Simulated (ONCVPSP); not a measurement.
# gadolinium (Gd): ONCV pseudisation with PBE, scalar-relativistic reference atom.

- Element: Gd (Z = 64)
- Generator: ONCVPSP 4.0.1
- Type: optimised norm-conserving Vanderbilt (ONCV)
- Functional: PBE
- Relativity: scalar-relativistic
- Frozen core: [Kr] 4d10
- Valence charge: 18
- Reference configuration: 4f7 5s2 5p6 5d1 6s2
- Partial waves: 5s+6s: rc 2.55 bohr, ncon 4, nbas 9, qcut 4.1 1/bohr, 3 projectors, debl 2.5 Ha; 5p: rc 2.65 bohr, ncon 4, nbas 9, qcut 5.5 1/bohr, 2 projectors, debl 1.5 Ha; 5d: rc 3.40 bohr, ncon 3, nbas 7, qcut 5.2 1/bohr, 1 projector; 4f: rc 1.05 bohr, ncon 3, nbas 8, qcut 17.5 1/bohr, 2 projectors, debl 3 Ha
- Local potential: polynomial inside 0.80 bohr (lpopt 5, dvloc0 6 Ha)
- Core correction: Teter function, fcfact 3.75, rcfact 1.35

All-electron outer shells of the reference configuration (PBE, scalar-relativistic, ld1.x):

| shell | level (eV) | outermost node (bohr) | outermost maximum (bohr) |
| --- | --- | --- | --- |
| 4d | -147.72 | 0.27 | 0.56 |
| 5s | -49.74 | 0.65 | 1.20 |
| 5p | -27.26 | 0.70 | 1.35 |
| 4f | -8.70 | – | 0.56 |
| 6s | -4.13 | 1.60 | 3.37 |
| 5d | -2.53 | 0.79 | 1.95 |

What the tests gave:

```
Cutoffs needed             : 120 Ha and 133 Ha (the cutoffs (Ha) at which the residual kinetic energy of the hardest occupied pseudo-wave falls to 1 and 0.1 mHa per electron)
Ghost test                 : ghosts flagged at negative energy: s at -157.6 eV, p at -29.0 eV; GHOST(+) flagged for d at 57.8 eV; a true bound ghost makes a file unfit for plane-wave use
Configuration tests        : 2 of 4 tests not solved or not reliable
rms error of d²Exc/dni dnj : 6.89 mHa without and 3.81 mHa with the model core
```

Generation and tests took about 7.6 s on one core of a shared server CPU.
